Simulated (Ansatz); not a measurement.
Input file for Ansatz (a program for electronic structure): U-wB97X-V/def2-TZVPP on H2OPb (SMILES [OH][PbH]), a point of a bond scan (R = 2.602 Å). Elements past Kr take the def2 small-core potentials; no spin–orbit coupling.

Ansatz 0.2 input:
```yaml
crystal:
  periodic: [false, false, false]
  atoms:
    - {symbol: Pb, position_ang: [-0.12011852, -0.10155163, 0.14050756]}
    - {symbol: H, position_ang: [-1.48640490, 0.02135024, -1.14319190]}
    - {symbol: O, position_ang: [1.29889476, 0.89352213, -1.05799410]}
    - {symbol: H, position_ang: [0.34328657, 1.60682020, -3.37049237]}
basis:
  gaussian:
    orbitals: def2-TZVPP
hamiltonian:
  xc: {name: wB97X-V}
magnetization: {spin_polarized: true, initial_magnetization: 0}
```

The log:

```
WARN ansatz: RAYON_NUM_THREADS=1 ignored (pool sized by the plan → 1); use --threads N
Functional definition: wB97X-V
integrals: 0.04 GiB planned
686 factors; their error is unknown
integrals: 0.07 GiB planned
204 factors; integrals over basis functions are off by at most 4.1e-5 eV
mean field: 0.54 GiB planned
mean field evaluation 1: about -7305.2962 eV, gradient 5.3e1 eV
mean field evaluation 2: about -7191.8542 eV, gradient 1.3e2 eV
mean field evaluation 4: about -7319.7340 eV, gradient 8.7e0 eV
mean field evaluation 8: about -7320.1190 eV, gradient 4.4e-1 eV
mean field evaluation 16: about -7320.1496 eV, gradient 1.0e-2 eV
mean field evaluation 32: about -7322.2897 eV, gradient 3.4e-3 eV
mean field evaluation 64: about -7322.2897 eV, gradient 1.1e-4 eV
mean field -7322.28974746 eV, -269.0891849929 hartree, gradient 9.8e-6 eV, S^2 0.980203; 6 other end points of the search recorded, 0 dependent functions left out
reference -7322.28974665 eV, -269.0891849630 hartree; 16, 16 occupied and 93, 93 virtual orbitals, 686 factors
Total energy: -7322.28974665 eV, -269.0891849630 hartree
```

The run converged. Its determinant has ⟨S²⟩ = 0.98, a mixture of spin states.

Cost: roughly 29 core-seconds.
